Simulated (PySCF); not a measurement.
C5H4FN.
Structure used (PBE0-D3(BJ)/def2-SVP), in Å, numbered top down from 1:
```xyz
11
C5H4FN angstrom
N      2.9192   -0.5945    0.1049
C      1.8555   -0.2276   -0.1664
C      0.5154    0.2270   -0.4999
C     -0.6507   -0.8125   -0.3387
C     -1.2694    0.1461    0.6559
C     -0.2520    1.0016    0.5391
F      0.0542    2.1560    1.0780
H      0.5319    0.7069   -1.4933
H     -0.3189   -1.7777    0.0726
H     -1.2140   -0.9843   -1.2690
H     -2.1969    0.1307    1.2274
```

The calculation used core-valence-separated Tamm–Dancoff BHandHLYP/aug-pcX-1 (pcseg-1 on H) in PySCF, non-relativistic, gas phase, PBE0-D3(BJ)/def2-SVP geometry. The energies are unshifted.

(1) Give energies, oscillator strengths and core holes at the N K edge.

(2) List the fluorine K-edge absorption lines.

(3) List the carbon K-edge absorption lines.

## Answers

(1) 
| E (eV) | f | core hole on | main final orbital | polarisation |
| --- | --- | --- | --- | --- |
| 397.20 | 0.0627 | N1 | LUMO+6 (47 %) | across the triple bond |
| 397.36 | 0.0630 | N1 | spread | across the triple bond |
| 400.99 | 0.0005 | N1 | LUMO (34 %) | – |
| 401.86 | 0.0008 | N1 | spread | – |
| 402.08 | 0.0002 | N1 | LUMO+1 (41 %) | – |
| 402.24 | 0.0022 | N1 | LUMO+4 (41 %) | mixed |
| 402.30 | 0.0001 | N1 | LUMO+2 (38 %) | – |

The first line with a tenth or more of the strongest one's intensity is at 397.20 eV (f = 0.063), with the hole on N1 (nitrile nitrogen), polarised across the triple bond: a 1s→π* resonance. The strongest listed is at 397.36 eV (f = 0.063; N1).

(2) 
| E (eV) | f | core hole on | main final orbital |
| --- | --- | --- | --- |
| 686.45 | 0.0117 | F7 | spread |
| 686.89 | 0.0159 | F7 | spread |
| 688.22 | 0.0212 | F7 | spread |
| 688.45 | 0.0006 | F7 | LUMO (71 %) |
| 688.60 | 0.0039 | F7 | LUMO+3 (31 %) |
| 688.92 | 0.0035 | F7 | LUMO+4 (41 %) |
| 689.27 | 0.0026 | F7 | LUMO+6 (43 %) |

The first line with a tenth or more of the strongest one's intensity is at 686.45 eV (f = 0.012), with the hole on F7 (vinyl fluorine). The strongest listed is at 688.22 eV (f = 0.021; F7).

(3) 
```
E (eV)       f  core hole on  main final orbital                        polarisation
283.20  0.0580            C5              spread  normal to the local trigonal plane
283.97  0.0602            C2       LUMO+6 (51 %)              across the triple bond
284.06  0.0637            C2              spread              across the triple bond
285.15  0.0708            C6              spread  normal to the local trigonal plane
286.31  0.0202            C4         LUMO (37 %)                                   –
286.38  0.0200            C4         LUMO (39 %)                                   –
286.42  0.0152            C5         LUMO (38 %)         in the local trigonal plane
286.61  0.0134            C4       LUMO+3 (32 %)                                   –
286.75  0.0190            C3         LUMO (44 %)                                   –
286.82  0.0110            C3       LUMO+1 (52 %)                                   –
286.86  0.0102            C5              spread         in the local trigonal plane
287.03  0.0063            C2         LUMO (35 %)                               mixed
287.03  0.0188            C4       LUMO+4 (38 %)                                   –
287.04  0.0107            C5              spread                               mixed
287.40  0.0106            C4       LUMO+2 (45 %)                                   –
287.47  0.0079            C3       LUMO+3 (46 %)                                   –
287.51  0.0056            C2              spread                               mixed
287.70  0.0046            C5       LUMO+4 (37 %)                               mixed
287.81  0.0066            C4       LUMO+3 (33 %)                                   –
287.86  0.0107            C5       LUMO+5 (32 %)         in the local trigonal plane
288.02  0.0069            C5       LUMO+6 (69 %)         in the local trigonal plane
288.05  0.0003            C3              spread                                   –
288.10  0.0041            C2       LUMO+1 (50 %)              across the triple bond
```

The first line with a tenth or more of the strongest one's intensity is at 283.20 eV (f = 0.058), with the hole on C5 (alkene CH carbon), polarised normal to the local trigonal plane: a 1s→π* resonance. The strongest listed is at 285.15 eV (f = 0.071; C6, 1s→π*).

Roots within 0.03 eV whose holes lie on the same, on equivalent or on shared atoms are summed into one line, and the highest roots are left out, as the search may have cut off their partners. Final orbitals are the ground state's empty Kohn–Sham orbitals. A dash: too weak, shared between unlike atoms, or no plane or axis to refer to.

Problem. What are the wavelength and the wavenumber of the 397.20 eV line?

Solution. λ = 12398.42 eV Å/397.20 eV = 31.215 Å; 3.2036 × 10⁶ cm⁻¹.

Only the lowest roots of each edge were sought.
